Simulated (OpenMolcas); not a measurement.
# Sb3+: effect of correlating more closed shells

```yaml
Program: OpenMolcas
Basis: ANO-R2 [7s6p4d2f1g]
Scalar_Hamiltonian: X2C, finite nucleus
Active_space: 2 electrons in 8 orbitals (5s 5p 6s 6p)
State_averaging: 2S+1 = 3 even, 3 roots; 2S+1 = 1 even, 7 roots; 2S+1 = 3 odd, 3 roots; 2S+1 = 1 odd, 3 roots
Spin-orbit_coupling: RASSI with atomic mean-field integrals over the reference wave functions, term energies averaged over their components
```

Methods on the same reference wave functions:
A. CASSCF
B. MS-CASPT2, IPEA 0.25 Eh, imaginary shift 0.1 Eh (closed shells correlated: 4d)
C. MS-CASPT2, IPEA 0.25 Eh, imaginary shift 0.1 Eh (closed shells correlated: 4s 4p 4d)

Energies in cm-1 above 5s2 1S0, the measured ground level; measured values from Moore, Atomic Energy Levels, vol. III, NSRDS-NBS 35 (1971 reprint of NBS Circular 467, 1958).

| Level | A | B | C | Measured |
| --- | --- | --- | --- | --- |
| 5s2 1S0 | 0.0 | 0.0 | 0.0 | 0.0 |
| 5s 5p 3P* 0 | 60358 | 64350 | 64540 |  |
| 5s 5p 3P* 1 | 62430 | 66320 | 66500 | 66700 |
| 5s 5p 3P* 2 | 67218 | 71210 | 71400 | 72560 |
| 5s 5p 1P* 1 | 103265 | 93980 | 94010 | 95952 |
| 5p2 3P0 | 149491 | 151600 | 152220 | 152076 |
| 5p2 3P1 | 152601 | 155000 | 155640 | 156388 |

Deviations, from unrounded energies. A percentage is the sum of absolute deviations over the sum of measured energies, with the sign that they share, or ± where signs differ.

| Against measurement | Levels | A | B | C |
| --- | --- | --- | --- | --- |
| mean absolute deviation (cm-1) | 5 | 4700 | 1100 | 840 |
| other configurations (%) | 5 | ±4.3 | -1.0 | ±0.8 |

C lies closest to measurement on these levels and A furthest from it. The largest miss of C in the table is 5s 5p 1P* 1, by -1900 cm-1. The ranking rests on the paired levels alone, and a cruder setting can come out closer through cancelling errors.

Between B and C the level of the table that moves most is 5p2 3P1, by 640 cm-1 (lowest in B, highest in C). Moves below CASPT2's spread within the term are not significant.

The lowest spin-free term lies below A's lowest term by 0.431 hartree in B, 0.634 hartree in C.

What an inner shell adds also hangs on whether the basis holds functions to correlate it.

Over all roots computed the reference weight is 0.87 to 0.94 in B, 0.86 to 0.93 in C; the roots of lowest weight are the least certain, and an intruder state may touch them. Active for correlation alone: 6p 6s; no level in the range computed is led by a configuration that fills them, so any true level of that kind is missing. The ¹D term of p² mixes with s d, which this space lacks. Measured partners are found by configuration, term and J. A level has none where our copy of the source lacks it or the pairing is in doubt (some pairs that miss far off the trend of their configuration count as doubtful), and it then counts in no deviation. Only configurations of the active space appear. Levels that lie high or do not pair safely by name in every column are left out.

* marks odd parity.
